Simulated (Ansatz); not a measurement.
Start from `O=C[SiH2][CH2][InH2]` and change one atom or group to get `B[SiH2]C=O`.

Ansatz, PBE0-D4/def2-TZVP geometries, multiplicity 1. Each molecule was computed in one conformer, which needn't be the lowest.

Elements past krypton have def2 core potentials.

| property | `O=C[SiH2][CH2][InH2]` |
| --- | --- |
| HOMO energy (B3LYP/def2-TZVPP) / eV | -6.63 |
| LUMO energy (PBE0/def2-TZVPP) / eV | -1.87 |
| HOMO energy (PBE/def2-TZVPP) / eV | -5.45 |
| LUMO energy (B3LYP/def2-TZVPP) / eV | -2.15 |
| size of the dipole moment (ωB97M-V/def2-TZVPP) / D | 1.65 |
| HOMO–LUMO gap (PBE0/def2-TZVPP) / eV | 4.95 |

What does the change do to each property? (Best estimate.)

Computed: 
| property | `B[SiH2]C=O` | shift |
| --- | --- | --- |
| HOMO energy (B3LYP/def2-TZVPP) / eV | -6.83 | -0.20 |
| LUMO energy (PBE0/def2-TZVPP) / eV | -2.82 | -0.95 |
| HOMO energy (PBE/def2-TZVPP) / eV | -5.73 | -0.28 |
| LUMO energy (B3LYP/def2-TZVPP) / eV | -3.03 | -0.88 |
| size of the dipole moment (ωB97M-V/def2-TZVPP) / D | 2.42 | 0.77 |
| HOMO–LUMO gap (PBE0/def2-TZVPP) / eV | 4.22 | -0.73 |

With PBE0 the HOMO falls by 0.22 eV and the LUMO falls by 0.95 eV, so the gap narrows by about 0.73 eV. PBE moves the HOMO by -0.28 eV and ωB97M-V by -0.21 eV. Dipoles are sizes alone; their direction can turn.

B3LYP here is the variant with VWN-RPA as its local correlation; programs differ in this.
